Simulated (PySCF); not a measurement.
Computed shifts of a molecule C3H8OSi, PBE/pcSseg-1 (PySCF), GIAO, gas phase, atoms alike by connectivity averaged where their shifts nearly agree, in ppm (number of nuclei): ²⁹Si: 8.0 (1). ¹³C: 29.6 (1), 28.0 (1), 19.5 (1). ¹H: 5.93 (1), 2.60 (1), 2.44 (1), 2.07 (1), 1.99 (1), 1.95 (1), 1.90 (1), 1.89 (1). References: ¹⁷O against H2O (σ = 334.3 ppm); ²⁹Si against TMS (σ = 335.4 ppm); ¹³C against TMS (σ = 182.0 ppm); ¹H against TMS (σ = 31.49 ppm), references at their B3LYP-D3(BJ)/def2-TZVP geometries, non-relativistic. Coordinates come from a PBE-D3(BJ)/def2-SVP optimisation. Other conformers were not sampled.

### Question
Pick the molecule that these values belong to.
A) C=C(C)O[SiH3]
B) C=C[Si@@H](C)O
C) O[SiH]1CCC1
D) C=CO[SiH2]C

### Answer
C, O[SiH]1CCC1
